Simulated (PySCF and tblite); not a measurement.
Values are calculated unless marked as measured or tabulated.
System: C6H12B2, numbered as in [CH2:1]=[CH:2][B:3]([CH:4]=[CH2:5])[CH2:6][BH:7][CH3:8].

Motion: rotation about the B3–C4 bond (torsion C2–B3–C4–C5 from 161° to 326°, rising). GFN2-xTB gives an electronic barrier of 1.1 kcal/mol and a reaction energy of -0.1 kcal/mol.

Task: What does B3LYP/pcSseg-1 + D3(BJ) give on GFN2-xTB geometries?

Result: A barrier of 3.5 kcal/mol, 2.3 above the tight-binding barrier (from unrounded values), a reaction energy of -0.2 kcal/mol and, with GFN2-xTB thermal terms, ΔG‡(298 K) = 3.2 kcal/mol and k = 2.7×10¹⁰ s⁻¹ (1 equivalent path).

Programs: tblite and PySCF.
